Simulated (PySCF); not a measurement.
Predicted microwave data (PySCF, PBE0-D3(BJ)/def2-SVP geometry optimisation, gas phase) for one isomer of C7H10OSi:

| Item | Value |
| --- | --- |
| Rotational constants | A = 4664, B = 515.9, C = 501.4 MHz |
| Dipole components | \|μa\| = 3.12 D, \|μb\| = 0.68 D, \|μc\| = 0.13 D |
| Inertial defect | -79.86 u·Å² |
| κ | -0.99 |

**Question.** Which structure is it? (One computed conformer of each.)
A. `[SiH3:1][O:2][CH2:3][c:4]1[cH:5][cH:6][cH:7][cH:8][cH:9]1` with Si1–O2–C3–C4 -65°, O2–C3–C4–C5 -44°
B. `[CH:1]#[C:2][C:3]1=[CH:4][C@@H:5]([CH3:6])[Si@H:7]([OH:8])[CH2:9]1` with C5–Si7–O8–H -62°, C3–C4–C5–C6 -110°, C4–C5–Si7–O8 103°, C5–Si7–C9–C3 15°, C2–C3–C9–Si7 169°
C. `[CH:1]#[C:2][C@@H:3]1[CH2:4][Si@@H:5]1/[CH:6]=[CH:7]/[O:8][CH3:9]` with C4–Si5–C6–C7 149°, C6–C7–O8–C9 -1°
D. `[SiH3:1][O:2][C:3]1=[CH:4][CH:5]=[CH:6][C:7]12[CH2:8][CH2:9]2` with Si1–O2–C3–C4 1°
E. `[CH3:1][c:2]1[cH:3][cH:4][c:5]([O:6][SiH3:7])[cH:8][cH:9]1` with C4–C5–O6–Si7 180°
F. `[CH:1]#[C:2][C@@H:3]1[CH2:4][Si@H:5]1/[CH:6]=[CH:7]/[O:8][CH3:9]` with C4–Si5–C6–C7 -23°, C6–C7–O8–C9 0°

**Answer.** F. It is C#C[C@@H]1C[Si@H]1/C=C/OC, a near-prolate asymmetric top, point group C1. The candidates at the same level (rigid rotor, commonest isotopes):

| SMILES | A (MHz) | B (MHz) | C (MHz) | μa (D) | μb (D) | μc (D) | Δ (u·Å²) | point group | rotor |
| --- | --- | --- | --- | --- | --- | --- | --- | --- | --- |
| Cc1ccc(O[SiH3])cc1 | 4521 | 693.7 | 608.0 | 0.23 | 0.78 | 0.05 | -9.14 | – | near-prolate asymmetric top |
| C#C[C@@H]1C[Si@H]1/C=C/OC | 4664 | 515.9 | 501.4 | 3.12 | 0.68 | 0.13 | -79.86 | C1 | near-prolate asymmetric top |
| C#CC1=C[C@@H](C)[Si@H](O)C1 | 2136 | 968.4 | 751.0 | 0.61 | 0.32 | 0.65 | -85.50 | C1 | asymmetric top |
| C#C[C@@H]1C[Si@@H]1/C=C/OC | 2248 | 717.3 | 579.0 | 1.72 | 0.14 | 0.56 | -56.56 | C1 | asymmetric top |
| [SiH3]OC1=CC=CC12CC2 | 2397 | 1063 | 788.4 | 0.56 | 0.58 | 0.00 | -45.11 | Cs | asymmetric top |
| [SiH3]OCc1ccccc1 | 2921 | 802.0 | 757.9 | 0.93 | 0.43 | 0.43 | -136.34 | C1 | near-prolate asymmetric top |

`C#CC1=C[C@@H](C)[Si@H](O)C1` has B 88 % too high; `[SiH3]OC1=CC=CC12CC2` has B 106 % too high; `Cc1ccc(O[SiH3])cc1` has B 34 % too high; `[SiH3]OCc1ccccc1` has B 55 % too high; `C#C[C@@H]1C[Si@@H]1/C=C/OC` has A 52 % too low. No structure here is proved a minimum.
